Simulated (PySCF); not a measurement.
SMILES O=C[SiH2][SiH2]S (CH6OSSi2) at its GFN2-xTB optimised geometry (Å):

```
11

O      1.3616    -2.1202     0.0000
C      0.1548    -2.1202     0.0000
Si    -0.8317    -0.4775     0.0000
Si     0.8834     1.0793     0.0170
S      0.0703     3.0878    -0.0475
H     -0.3866    -3.0878    -0.0002
H     -1.7228    -0.5343    -1.1648
H     -1.7125    -0.5336     1.1763
H      1.7223     1.0553     1.2162
H      1.7228     1.1023    -1.1744
H     -0.5799     3.0445     1.1051
```

Computed with CAM-B3LYP/def2-TZVP (PySCF 2.14.0). Cells within 0.4 Å of a nucleus heavier than hydrogen are left out (blank, or x).

Map of the Laplacian of the electron density (e/bohr⁵), clipped to [-1.50, 1.50] on the plane z = 0.0 Å:

```
|555555555555555555555555555|
|555555555555555555555555555|
|555555555555555555555555555|
|555555555555555555555555555|
|555555555555544555555555555|
|5555555555558x9455555555555|
|5555555555559xx455555555555|
|555555555555494455555555555|
|555555555555544455555555555|
|555555555555545965555555555|
|555555555555559x95555555555|
|555555555555549x95555555555|
|555555555555444865555555555|
|555555555599944555555555555|
|55555555559x955555555555555|
|55555555559x955555555555555|
|555555555555445565555555555|
|555555555555415605655555555|
|5555555555554xx0xx655555555|
|555555555555315605655555555|
|555555555555035565555555555|
|555555555555455555555555555|
|555555555555555555555555555|
|555555555555555555555555555|
|555555555555555555555555555|
|555555555555555555555555555|
|555555555555555555555555555|
```
Scale: ten equal steps from -1.50 (start of '0') to 1.50 (end of '9'), in the order '0123456789'; x runs from -5.50 to 5.50, y from -5.50 (bottom) to 5.50 (top).
